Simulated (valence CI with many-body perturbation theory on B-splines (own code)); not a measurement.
Values are calculated unless marked as measured or tabulated.
# Run record, Mo²⁷⁺

Level of theory: configuration interaction combined with many-body perturbation theory (CI+MBPT): five valence electrons over a frozen Dirac-Fock core [Ne], a basis of 3 s, 3 p, 2 d, 1 f functions for each j, with the one-electron correlation potential Σ1 (screened to all orders), the two-electron term Σ2, the three-electron term Σ3, Breit, model QED; selected single and double excitations, second order for the rest (own B-spline code, finite nucleus).

Command, and the settings that its task file holds:

```sh
python run_cv.py task.json out
```

```
atom Mo  Z=42  mass_number=98  rms_radius_fm=4.4091
core [Ne]
valence 3s2 3p3
avg = 1
basis = S
breit = 1
cap = 10000
capref = 1200
cscale = 1
de = 0.0
dress = 0
eps = 2e-08
h = 0.27
hh = 1
l2 = 3
lcore = 6
maxit = 60
n2 = 5
natural = 1
nlev = 20
nno = [0, 0, 0, 0, 0]
nroot = 26
nsp = [3, 3, 2, 1, 0]
pt2 = 1
qed = 1
rpa = 1
s1 = 1
s2 = 1
s3 = 1
screen = 1
tol = 2e-05
whole = 1
```

It took 15 s on 1 thread of Intel(R) Xeon(R) Processor, with other jobs on the host.

Log. The first blocks belong to the next ion, which gives the ionisation energy. Fields: 2J, parity (1 odd), roots, reference size, generating configurations, candidates as configurations/state functions, variational space P, stored matrix elements, Davidson steps; e2 is the range of second-order energies in hartree. The first line gives the box (bohr), its intervals, the orbitals and the steps of their self-consistent field. Window is the range of levels sought, series limit the energy at which the first omitted orbital would enter, core excitation an estimate of the first excitation out of the core, left out the lowest levels not solved, and shifts from estimates the range by which levels moved from their first estimate, all in cm⁻¹.

```
rmax 3.0 intervals 58 orbitals 15 references ['3s2 3p3', '3s 3p4', '3s2 3p2 3d', '3p5', '3s 3p3 3d'] scf 5 t 1.2
2J=0 par=0 roots 2 ref 24 generators 8 cand 256/359 P 276/383 nnz 0 it 0
2J=0 par=0 roots 2 ref 24 generators 14 cand 165/254 P 441/637 nnz 0 it 0
   second order: generators 19 cand 272/458 e2 -0.00000 -0.00000
reference levels 559, estimated 47, window 1128886 1/cm; series limit 8047073, core excitation 18982624
2J=3 par=1 roots 4 ref 66 generators 15 cand 85/487 P 594/3020 nnz 1.2e+06 it 4
2J=3 par=1 roots 4 ref 66 generators 28 cand 205/1908 P 799/4928 nnz 2.7e+06 it 5
   second order: generators 38 cand 897/9698 e2 -0.00002 -0.00001
2J=5 par=1 roots 2 ref 65 generators 12 cand 111/685 P 572/3252 nnz 1.4e+06 it 5
2J=5 par=1 roots 2 ref 65 generators 21 cand 190/1979 P 762/5231 nnz 3.3e+06 it 6
   second order: generators 29 cand 827/10705 e2 -0.00002 -0.00001
2J=1 par=1 roots 2 ref 41 generators 13 cand 114/538 P 618/2229 nnz 0 it 4
2J=1 par=1 roots 2 ref 41 generators 21 cand 176/944 P 794/3173 nnz 1.1e+06 it 5
   second order: generators 28 cand 727/4976 e2 -0.00001 -0.00001
2J=5 par=0 roots 6 ref 74 generators 17 cand 76/882 P 581/3414 nnz 1.6e+06 it 5
2J=5 par=0 roots 6 ref 74 generators 27 cand 259/2285 P 840/5699 nnz 3.7e+06 it 9
   second order: generators 39 cand 804/9475 e2 -0.00001 -0.00001
2J=3 par=0 roots 6 ref 71 generators 16 cand 85/781 P 583/3105 nnz 1.2e+06 it 5
2J=3 par=0 roots 6 ref 71 generators 24 cand 263/2029 P 846/5134 nnz 2.9e+06 it 9
   second order: generators 38 cand 739/7265 e2 -0.00001 -0.00001
2J=1 par=0 roots 4 ref 44 generators 18 cand 74/337 P 694/2588 nnz 7.8e+05 it 4
2J=1 par=0 roots 4 ref 44 generators 23 cand 159/719 P 853/3307 nnz 1.2e+06 it 7
   second order: generators 33 cand 672/4040 e2 -0.00001 -0.00000
2J=7 par=0 roots 3 ref 54 generators 12 cand 67/850 P 486/3089 nnz 1.4e+06 it 4
2J=7 par=0 roots 3 ref 54 generators 21 cand 228/1604 P 714/4693 nnz 2.7e+06 it 5
   second order: generators 29 cand 847/10191 e2 -0.00001 -0.00001
2J=9 par=0 roots 2 ref 34 generators 10 cand 129/780 P 519/2706 nnz 1.1e+06 it 4
2J=9 par=0 roots 2 ref 34 generators 20 cand 102/612 P 621/3318 nnz 1.5e+06 it 5
   second order: generators 25 cand 669/8499 e2 -0.00002 -0.00001
left out: unestimated 1636396, estimated 1223129, shifts from estimates -5 to 1
operators 0.6
```

The Davidson iterations converged. The settings are bad on purpose, so the numbers may not be properties of the ion.

The last digits are not significant, and no measured levels were compared; by estimate large intervals hold to a few tenths of a per cent, small ones and those within an open d or f shell to about a per cent.

* Valence energy: -297.8505 hartree
* Ionisation energy: 1449.7 eV (NIST: 1462 ± 6 eV (semi-empirical))
* Reference configurations for the orbitals: 3s2 3p3, 3s 3p4, 3s2 3p2 3d, 3p5, 3s 3p3 3d
* Radial orbitals: 15
* Box radius: 3.01 bohr
* Largest variational space: 5699
* Lowest levels: (3s^2 3p1/2^2 3p3/2) J=3/2 0, (3s^2 3p1/2 3p3/2^2) J=3/2 156870, (3s^2 3p1/2 3p3/2^2) J=5/2 201730, (3s^2 3p1/2 3p3/2^2) J=1/2 259580, (3s^2 3p3/2^3) J=3/2 414410, (3s 3p1/2^2 3p3/2^2) J=5/2 720240, (3s 3p1/2^2 3p3/2^2) J=3/2 803790, (3s 3p1/2^2 3p3/2^2) J=1/2 829460, (3s^2 3p1/2^2 3d3/2) J=3/2 886110, (3s 3p1/2 3p3/2^3) J=3/2 943980, (3s^2 3p1/2^2 3d5/2) J=5/2 951010, (3s 3p1/2 3p3/2^3) J=5/2 973690, (3s^2 3p1/2 3p3/2 3d3/2) J=3/2 1002900, (3s^2 3p1/2 3p3/2 3d3/2) J=1/2 [a] 1012200 cm⁻¹

Levels are named by their leading jj configuration (3d3/2^4 stands for four electrons in 3d with j = 3/2), which in mixed levels can hold well under half, so a name can repeat and another be missing. Letters in brackets count levels of one name in rising energy.
